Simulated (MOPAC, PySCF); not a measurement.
C9H8BN, SMILES `Bc1ccc2ccccc2n1`, neutral singlet in the gas phase. 

Cartesian coordinates (Å):
```xyz
19

B      3.3657     1.2173    -0.4859
C      2.0078     0.4808    -0.3124
C      1.9538    -0.9251    -0.0470
C      0.7402    -1.5560     0.1031
C     -0.4504    -0.7951    -0.0091
C     -1.7511    -1.3499     0.1288
C     -2.8669    -0.5499     0.0071
C     -2.7352     0.8400    -0.2578
C     -1.4896     1.4078    -0.3966
C     -0.3126     0.6112    -0.2771
N      0.8907     1.2108    -0.4207
H      3.3851     2.3993    -0.7066
H      4.3987     0.5971    -0.3979
H      2.8887    -1.4836     0.0336
H      0.6767    -2.6287     0.3064
H     -1.8512    -2.4192     0.3325
H     -3.8638    -0.9840     0.1144
H     -3.6327     1.4560    -0.3507
H     -1.3537     2.4713    -0.6002
```
Charge 0, spin multiplicity 1.

All levels are single points at this geometry (B3LYP-D3(BJ)/def2-SVP); Pople sets use spherical d functions. Orbital energies aren't observables, and empty levels follow the basis.

M06-2X/6-31G* in PySCF gives HOMO (eV) = -7.73.

Estimate the HOMO (eV) from each of these levels: B3LYP-D3(BJ)/def2-TZVP in PySCF; M06-2X/def2-TZVP in PySCF; HF/STO-3G in PySCF; AM1 in MOPAC; PM6 in MOPAC.


| level | HOMO (eV) |
|---|---|
| B3LYP-D3(BJ)/def2-TZVP in PySCF | -6.77 |
| M06-2X/def2-TZVP in PySCF | -7.96 |
| HF/STO-3G in PySCF | -6.69 |
| AM1 in MOPAC | -9.15 |
| PM6 in MOPAC | -9.30 |
